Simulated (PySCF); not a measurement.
Compound: 2-ethoxypyrazine, C₆H₈N₂O.
Structure used (GFN2-xTB), in Å, numbered top down from 1:
```xyz
17
C6H8N2O angstrom
C     -3.093    0.014   -0.013
C     -1.649   -0.442   -0.114
O     -0.817    0.601    0.387
C      0.496    0.369    0.377
C      1.371    1.361    0.861
N      2.670    1.176    0.870
C      3.134    0.017    0.406
C      2.279   -0.957   -0.070
N      0.961   -0.784   -0.085
H     -3.750   -0.765   -0.389
H     -3.347    0.225    1.022
H     -3.242    0.918   -0.598
H     -1.371   -0.653   -1.153
H     -1.478   -1.351    0.474
H      0.994    2.301    1.236
H      4.206   -0.111    0.424
H      2.629   -1.905   -0.453
```

Computed, not measured: PySCF 2.14.0, density-fitted response routines, TDDFT PBE0/def2-SVPD, vertical, gas phase, core orbitals frozen in the response.

Transition dipole moments from the ground state, in atomic units and in the frame of the coordinates above (overall signs are arbitrary), for the states with f of 0.002 or more among the lowest 5:

| state | E (eV) | μx | μy | μz |
| --- | --- | --- | --- | --- |
| S1 | 4.295 | -0.012 | -0.074 | 0.175 |
| S2 | 4.967 | -0.629 | 0.651 | 0.236 |
| S5 | 6.120 | 1.212 | 0.383 | 0.246 |

**Question.** What oscillator strength does each state have?

**Answer.** f = (2/3) ΔE |μ|² with ΔE in hartree (27.2114 eV).

| state | \|μ\|² (au) | \|μ\| (D) | f |
| --- | --- | --- | --- |
| S1 | 0.036 | 0.48 | 0.004 |
| S2 | 0.876 | 2.38 | 0.107 |
| S5 | 1.677 | 3.29 | 0.251 |

**Question.** Label these states by symmetry in Cs.

**Answer.** Polarised normal to the mirror plane, so A″: S1. Polarised in the mirror plane, so A′: S2 and S5.

**Question.** What angle do the transition dipoles of S2 and S5 make?

**Answer.** |cos θ| = |μa·μb| / (|μa| |μb|) = 0.38, so θ ≈ 68° (taken between 0 and 90°, since the signs are arbitrary).

**Question.** What peak molar absorption coefficient would the strongest computed level give as a lone Gaussian band 0.4 eV wide at half height?

**Answer.** ε(max) = 2.175×10⁸ f / FWHM, with the width in cm⁻¹. S5: 2.175×10⁸ × 0.2514 / 3226 ≈ 17000 L mol⁻¹ cm⁻¹.

One conformer stands for the species.
